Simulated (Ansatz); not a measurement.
Compare A (`[SiH3]C1=CC1Cl`) with its isomer B (`CC#C[SiH2]Cl`).

Isolated molecules relaxed with PBE0-D4/def2-TZVP in Ansatz; ΔE leaves out vibrations. CCSD(T)/CBS is the MP2 limit (def2-TZVPP, def2-QZVPP) plus CCSD(T) − MP2 in def2-TZVPP, frozen cores. Functionals use def2-TZVPP. B3LYP here is the variant with VWN-RPA as its local correlation; programs differ in this.

**Question.** Which isomer does CCSD(T)/CBS put lower? Give the gap. (An estimate is asked.)

**Answer.** Ansatz gave: B, by 247.9 kJ/mol.

**Question.** Give E(B) − E(A) in kJ/mol with ωB97M-V, CCSD(T)/def2-TZVPP, r2SCAN-D4, B3LYP, HF/def2-TZVPP, PBE-D4, B3LYP-D4. (An estimate is asked.)

**Answer.** The calculation gave: ωB97M-V -240.0, CCSD(T)/def2-TZVPP -247.1, r2SCAN-D4 -236.2, B3LYP -247.3, HF/def2-TZVPP -270.8, PBE-D4 -219.5, B3LYP-D4 -242.7. None reverses the order clearly.

Largest T1 diagnostic: 0.011.

In def2-TZVPP, CCSD(T) changes the Hartree–Fock value by +23.7 kJ/mol (the triples alone add +3.7 kJ/mol) and MP2 by +18.8 kJ/mol. From PBE to PBE0 (25 % exact exchange), in def2-TZVPP and without D4, E(B) − E(A) moves by −4.9 kJ/mol.
